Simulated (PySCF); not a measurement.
Several compounds and their computed core spectra got separated.

Method: delta-SCF UKS SCAN, pcX-2 on the ionised atom, pcseg-1 elsewhere, spin-free X2C (PySCF 2.14.0). Geometries: PBE0-D3(BJ)/def2-SVP; isolated species, one conformer each.

Line lists (1s up to Mg, 2p3/2 beyond; areas count atoms within a level, one atom standing for each set equivalent by bonding):
1. B 1s: 187.96 eV; C 1s: 284.24 (area 1), 285.74 (area 1) eV; N 1s: 398.42 eV
2. B 1s: 197.98 eV; C 1s: 292.66 eV; O 1s: 538.78 (area 2), 539.25 (area 1) eV
3. C 1s: 298.43 (area 1), 299.51 (area 1) eV; F 1s: 694.87 (area 2), 695.03 (area 3) eV; Cl 2p3/2: 207.62 eV
4. C 1s: 289.97 eV; Si 2p3/2: 106.04 eV

Structures:
A. `FC(F)(F)C(F)(F)Cl`
B. `CC[BH2-]N`
C. `C[SiH](C)C`
D. `OB1OCCO1`

Question: Which list belongs to which compound?

Answer: 
- 1 = B: no other candidate has this set of levels. B 1s: 187.96 four-coordinate boron; C 1s: 284.24 sp3 carbon bound to boron, 285.74 methyl carbon; N 1s: 398.42 boron-bound nitrogen.
- 2 = D: no other candidate has this set of levels. B 1s: 197.98 three-coordinate boron; C 1s: 292.66 sp3 carbon bound to oxygen (×2); O 1s: 538.78 boron-bound oxygen (×2), 539.25 boron-bound oxygen.
- 3 = A: no other candidate has this set of levels. C 1s: 298.43 CF2 carbon, 299.51 CF3 carbon; F 1s: 694.87 fluorine of a CF2 group (×2), 695.03 fluorine of a CF3 group (×3); Cl 2p3/2: 207.62 chlorine on a fluorinated carbon.
- 4 = C: no other candidate has this set of levels. C 1s: 289.97 Si-methyl carbon (×3); Si 2p3/2: 106.04 SiH silicon.

Spin–orbit coupling isn't in the SCF: each 2p doublet comes from a relaxed spin-free hole plus a matrix of the shell (mean-field spin–orbit coupling and the ground-state 2p splitting), with 2p3/2 averaged over its two sublevels.
